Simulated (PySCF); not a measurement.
From one molecule to another.

First species: P3H5.
Atom-mapped SMILES: `[PH2:1][PH:2][PH2:3]` (hydrogens: H4, H5 on P1; H6 on P2; H7, H8 on P3)

Second species: C₃H₁₁NO₂Si₂.
SMILES: `CN(C)C(=O)[SiH2]O[SiH3]`

Levels: PBE0/pcSseg-1 for dipole moment, HOMO energy, LUMO energy and HOMO–LUMO gap; GFN2-xTB for rotational constant A and rotational constant C. Geometries: GFN2-xTB. All species are isolated and taken at one optimised geometry, non-relativistic unless stated. Electronic properties by PySCF.

The conformers computed, where there is a choice (atom-mapped SMILES and torsion angles):
- `[PH2:1][PH:2][PH2:3]`: H–P1–P2–P3 88°, H–P1–P2–P3 180°, H–P3–P2–P1 -88°, H–P3–P2–P1 180°
- `[CH3:1][N:2]([CH3:3])[C:4](=[O:5])[SiH2:6][O:7][SiH3:8]`: C1–N2–C4–O5 -1°, N2–C4–Si6–O7 -178°, C4–Si6–O7–Si8 -1°

(1) Which has the higher HOMO energy?

(2) Which of the two has the higher LUMO energy, and by how much?

(3) Which has the higher rotational constant C?

(4) Which has the higher HOMO–LUMO gap?

(5) Which has the higher dipole moment?

(6) Which has the higher rotational constant A?

## Answers

(1) The first: -6.51 eV against -7.19 eV, a difference of 0.68 eV.

(2) The second: -0.11 eV against -0.16 eV, a difference of 0.05 eV.

(3) The first: 2.217 GHz against 0.669 GHz, a difference of 1.548 GHz.

(4) The second: 7.08 eV against 6.35 eV, a difference of 0.73 eV.

(5) The second: 4.75 D against 0.91 D, a difference of 3.84 D.

(6) The first: 9.946 GHz against 2.836 GHz, a difference of 7.110 GHz.

On the first: In atomic units the dipole is 0.36 e·bohr (1 au = 2.5417 D).

On the second: In atomic units the dipole is 1.87 e·bohr (1 au = 2.5417 D).
